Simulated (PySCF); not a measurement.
# Electronic structure of Cl+ (chlorine, charge +1) at the UHF level

Configuration: [Ne] 3s2 3p4, high-spin 3P determinant. Calculation: PySCF 2.14, in cc-pV(T+d)Z; the non-relativistic Hamiltonian (point nucleus).

| Item | Value |
| --- | --- |
| Total energy | -459.052900 hartree |
| One-electron energy | -627.2785 hartree |
| Hartree (Coulomb) energy | 195.4869 hartree |
| Exchange energy | -27.2613 hartree |
| Kinetic energy | 459.02549 hartree |
| ⟨S²⟩ | 2.0109 |
| ⟨L²⟩ | 2.038 |
| Sum of ⟨r⟩ | 13.35 bohr |
| Sum of ⟨r²⟩ | 20.73 bohr² |
| Traceless quadrupole moment −½Σ⟨3z² − r²⟩ along its main axis | -1.45 e·bohr² |
| Density at the nucleus (Gaussians lack the cusp) | 3180 bohr⁻³ |
| Spin density at the nucleus | 0.295 bohr⁻³ |
| Langevin diamagnetic susceptibility | -16.4 ×10⁻⁶ cm³/mol |
| Time after the integrals | 0.07 s of wall time on 1 thread of Intel(R) Xeon(R) 6975P-C (shared host) |

```tsv
shell	electrons	mean orbital energy (eV)	spread (eV)	rms radius, mean of both spins (bohr)
1s α	1	-2867.4	0	0.106
1s β	1	-2866.7	0	0.106
2s α	1	-301.72	0	0.481
2s β	1	-301.05	0	0.481
2p α	3	-232.95	0.743	0.451
2p β	3	-231.74	0.559	0.451
3s α	1	-43.557	0	1.62
3s β	1	-36.618	0	1.62
3p α	3	-26.361	2.269	1.85
3p β	1	-23.648	0	1.85
```
